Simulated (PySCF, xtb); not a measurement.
Si(CCH)(H)3 (C2H4Si), SMILES C#C[SiH3].

Harmonic wavenumbers (cm⁻¹) from GFN2-xTB in xtb at its own minimum, in rising order: 214, 214, 532, 533, 674, 683, 683, 785, 785, 794, 2210, 2245, 2246, 2260, 3351.

Task: What does PySCF with TPSSh-D3(BJ)/def2-TZVP give at its own minimum? (Estimate from the structure and the level; the computed values follow.)

Result: 230, 230, 635, 685, 685, 716, 716, 943, 958, 958, 2135, 2259, 2261, 2261, 3449. Paired by order, the mean absolute difference is 71 cm⁻¹ and the zero-point energies are 26.0 and 27.3 kcal/mol.
